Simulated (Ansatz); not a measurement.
Cost and result up the ladder for the cluster Cu₂Br (3 atoms). Total charge 0; doublet. Geometry: PBE0-D4/def2-TZVP.

```
atom   x (Å)   y (Å)   z (Å)
 Cu1  -0.713  -2.153   0.521
 Cu2   0.811   2.135  -0.447
 Br3  -0.098   0.018  -0.074
```

Ansatz on 4 threads of Arm Neoverse V2 on a shared host. Times are rough, and most runs start from the orbitals of an earlier one. PBE0-D4/def2-TZVP serves as the yardstick here, not as an exact answer. Binding counts from free atoms at the same level (Cu doublet, Br doublet; other spins of the atoms weren't run), without zero-point energy or a counterpoise term.

Correlated methods freeze 27 core orbitals; core or outer-core shells of Br are correlated, in sets that lack core-valence functions. In CCSD on the charge 0 doublet the largest single amplitude is 0.34, so its Hartree–Fock determinant may place the open shell otherwise than the density functionals do. No other spin state of charge 0 was run. Another isomer (doublet) lies 0.60 eV lower at PBE0-D4/def2-TZVP; other spin states weren't run for this one.

Correlated methods converge slowly with the basis.

```tsv
level	functions	wall time	binding energy per atom (eV)	difference from PBE0-D4/def2-TZVP (eV)
LDA (SPW92)/def2-TZVP	138	1.2 s	1.69	0.39
PBE-D4/def2-TZVP (with forces)	138	2.6 s	1.40	0.11
PBE0-D4/def2-TZVP	138	2.8 s	1.30	0.00
BLYP-D4/def2-TZVP	138	2.9 s	1.31	0.01
r2SCAN-D4/def2-TZVP	138	6.5 s	1.40	0.11
CCSD(T)/def2-TZVP	138	32 s	1.19	-0.10
```
